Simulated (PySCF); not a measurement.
Point-charge models of `CCC[SiH]1C=CC=C1` against its computed dipole.

Coordinates (GFN2-xTB, Å) and charges (e) from the PBE0/pcSseg-1 density (PySCF):

```
atom       x       y       z  Mulliken      IAO  Hirshfeld  ESP-fitted
  C1   3.288   0.105   0.223   -0.2538  -0.4143    -0.1162     -0.3775
  C2   1.945   0.420  -0.426   -0.3055  -0.2396    -0.0647     +0.3379
  C3   0.884  -0.614  -0.059   -0.5359  -0.5278    -0.1525     -0.3258
 Si4  -0.808  -0.230  -0.838   +0.9407  +0.8863    +0.3562     +0.5569
  C5  -1.687   1.274  -0.112   -0.4132  -0.4404    -0.1494     -0.4756
  C6  -2.831   0.879   0.459   -0.1049  -0.1356    -0.0449     -0.0067
  C7  -3.122  -0.546   0.406   -0.1097  -0.1370    -0.0458     -0.0674
  C8  -2.217  -1.316  -0.207   -0.4078  -0.4366    -0.1492     -0.4336
  H9   4.033   0.849  -0.051   +0.1140  +0.1403    +0.0405     +0.0803
 H10   3.192   0.097   1.307   +0.1084  +0.1365    +0.0393     +0.0848
 H11   3.645  -0.872  -0.095   +0.1070  +0.1358    +0.0386     +0.0875
 H12   2.063   0.448  -1.511   +0.1249  +0.1291    +0.0357     -0.0574
 H13   1.613   1.409  -0.105   +0.1251  +0.1297    +0.0364     -0.0430
 H14   0.795  -0.663   1.027   +0.1447  +0.1476    +0.0403     +0.0947
 H15   1.220  -1.598  -0.389   +0.1374  +0.1427    +0.0385     +0.0736
 H16  -0.735  -0.185  -2.304   -0.0667  -0.1181    -0.0748     -0.1075
 H17  -1.383   2.307  -0.129   +0.1075  +0.1532    +0.0385     +0.1789
 H18  -3.529   1.546   0.948   +0.0910  +0.1473    +0.0475     +0.1084
 H19  -4.033  -0.919   0.855   +0.0907  +0.1471    +0.0472     +0.1205
 H20  -2.339  -2.381  -0.301   +0.1063  +0.1537    +0.0391     +0.1711
```

Task: Form Σ q r in debye for every column and set it beside the full dipole.

Result: The full density gives (0.58, -0.07, 0.35) D, 0.68 D in size; dipole vectors point from the negative to the positive end.

| scheme | μx | μy | μz | size (D) | share of the full size (%) | angle to the full dipole (°) |
| --- | --- | --- | --- | --- | --- | --- |
| Mulliken | 2.31 | -0.33 | -1.70 | 2.89 | 423 | 67 |
| IAO | 0.85 | -0.12 | -0.78 | 1.16 | 170 | 73 |
| Hirshfeld | 0.55 | -0.06 | -0.12 | 0.57 | 83 | 42 |
| ESP-fitted | 0.60 | -0.07 | 0.36 | 0.70 | 102 | 0 |

Task: Which set comes closest?

Result: Length of the difference vector: ESP-fitted 0.02 D, Hirshfeld 0.46 D, IAO 1.16 D, Mulliken 2.69 D. Closest: ESP-fitted. 

Task: What is left for the Hirshfeld atoms' own dipoles?

Result: The Hirshfeld atoms' densities add up to the full density, so μ = Σ q r + Σ (atomic dipoles). The atomic dipoles sum to (0.58, -0.07, 0.35) − (0.55, -0.06, -0.12) = (0.03, -0.01, 0.47) D, 0.46 D in size.

Task: With the origin at the mean of the coordinates, (0.000, 0.001, -0.065) Å, which are the largest single terms, by size, of the ESP-fitted dipole along the direction of the full one?

Result: C1 -5.34, C8 +3.82, C5 +3.65, Si4 -2.84, C2 +2.33 D; all 20 atoms together +0.70 D. The single terms depend on the origin, their sum doesn't.

Task: Give the size of the full dipole in other units.

Result: 0.68 D = 0.269 au = 0.142 e·Å = 2.28 × 10⁻³⁰ C·m.

Geometry: GFN2-xTB, one conformer, isolated molecule.

Shape of the structure used: `[CH3:1][CH2:2][CH2:3][SiH:4]1[CH:5]=[CH:6][CH:7]=[CH:8]1`: C1–C2–C3–Si4 179°, C2–C3–Si4–C5 -70°.
